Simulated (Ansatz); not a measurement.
Pulling on the Se3–H4 bond in FHMgSe (SMILES [F][Mg][SeH]) (multiplicity 1 held, fragments rigid). Energies count from the point at 1.475 Å.
Geometry at that point (charge 0, multiplicity 1):
```json
[
 {"atom": "Mg", "x (Å)": "0.5347", "y (Å)": "-1.0479", "z (Å)": "0.3436"},
 {"atom": "F", "x (Å)": "1.2991", "y (Å)": "-2.5474", "z (Å)": "0.8409"},
 {"atom": "Se", "x (Å)": "-0.5067", "y (Å)": "1.0061", "z (Å)": "-0.3739"},
 {"atom": "H", "x (Å)": "-0.8817", "y (Å)": "1.2936", "z (Å)": "1.0230"}
]
```

Signs of static correlation in def2-SVP, with CASSCF(4,3), from Ansatz (an electronic-structure program) runs.

```json
[
 {"R (Å)": "1.180", "T1 of restricted CCSD": "0.014", "⟨S²⟩ of UHF": "0.000", "largest double amplitude of restricted CCSD": "0.036", "weight of the CASSCF reference in MRCISD": "0.911", "CASSCF natural occupations": "2.00 1.99 0.01"},
 {"R (Å)": "1.327", "T1 of restricted CCSD": "0.014", "⟨S²⟩ of UHF": "0.000", "largest double amplitude of restricted CCSD": "0.036", "weight of the CASSCF reference in MRCISD": "0.911", "CASSCF natural occupations": "2.00 1.98 0.02"},
 {"R (Å)": "1.475", "T1 of restricted CCSD": "0.015", "⟨S²⟩ of UHF": "0.000", "largest double amplitude of restricted CCSD": "0.038", "weight of the CASSCF reference in MRCISD": "0.911", "CASSCF natural occupations": "2.00 1.97 0.03"},
 {"R (Å)": "1.622", "T1 of restricted CCSD": "0.015", "⟨S²⟩ of UHF": "0.000", "largest double amplitude of restricted CCSD": "0.065", "weight of the CASSCF reference in MRCISD": "0.911", "CASSCF natural occupations": "2.00 1.96 0.04"},
 {"R (Å)": "1.770", "T1 of restricted CCSD": "0.016", "⟨S²⟩ of UHF": "0.000", "largest double amplitude of restricted CCSD": "0.071", "weight of the CASSCF reference in MRCISD": "0.911", "CASSCF natural occupations": "2.00 1.94 0.07"},
 {"R (Å)": "1.991", "T1 of restricted CCSD": "0.017", "⟨S²⟩ of UHF": "0.218", "largest double amplitude of restricted CCSD": "0.091", "weight of the CASSCF reference in MRCISD": "0.911", "CASSCF natural occupations": "2.00 1.89 0.11"},
 {"R (Å)": "2.212", "T1 of restricted CCSD": "0.019", "⟨S²⟩ of UHF": "0.596", "largest double amplitude of restricted CCSD": "0.161", "weight of the CASSCF reference in MRCISD": "0.912", "CASSCF natural occupations": "2.00 1.82 0.18"},
 {"R (Å)": "2.581", "T1 of restricted CCSD": "(withheld)", "⟨S²⟩ of UHF": "0.861", "largest double amplitude of restricted CCSD": "0.360", "weight of the CASSCF reference in MRCISD": "0.912", "CASSCF natural occupations": "2.00 1.65 0.35"},
 {"R (Å)": "2.949", "T1 of restricted CCSD": "(withheld)", "⟨S²⟩ of UHF": "0.954", "largest double amplitude of restricted CCSD": "0.508", "weight of the CASSCF reference in MRCISD": "0.912", "CASSCF natural occupations": "2.00 1.45 0.55"},
 {"R (Å)": "3.392", "T1 of restricted CCSD": "0.037", "⟨S²⟩ of UHF": "0.992", "largest double amplitude of restricted CCSD": "0.661", "weight of the CASSCF reference in MRCISD": "0.913", "CASSCF natural occupations": "2.00 1.26 0.74"},
 {"R (Å)": "3.982", "T1 of restricted CCSD": "0.041", "⟨S²⟩ of UHF": "1.005", "largest double amplitude of restricted CCSD": "0.796", "weight of the CASSCF reference in MRCISD": "0.913", "CASSCF natural occupations": "2.00 1.12 0.88"},
 {"R (Å)": "4.719", "T1 of restricted CCSD": "0.040", "⟨S²⟩ of UHF": "1.007", "largest double amplitude of restricted CCSD": "0.876", "weight of the CASSCF reference in MRCISD": "0.913", "CASSCF natural occupations": "2.00 1.04 0.96"}
]
```

Q: Some entries are withheld; supply them.

A: 
- 2.581, T1 of restricted CCSD: 0.024
- 2.949, T1 of restricted CCSD: 0.031

Doubts at one or more of the structures used: active orbitals that take no part (SC-NEVPT2 on CASSCF(4,3)/def2-SVP); a restricted determinant that unrestricted orbitals would lower (R-CCSD(T)/def2-SVP); other coupled-cluster roots lie near (R-CCSD(T)/def2-SVP); a spin-contaminated determinant (U-CCSD(T)/def2-SVP); T1 above 0.05 (U-CCSD(T)/def2-SVP).
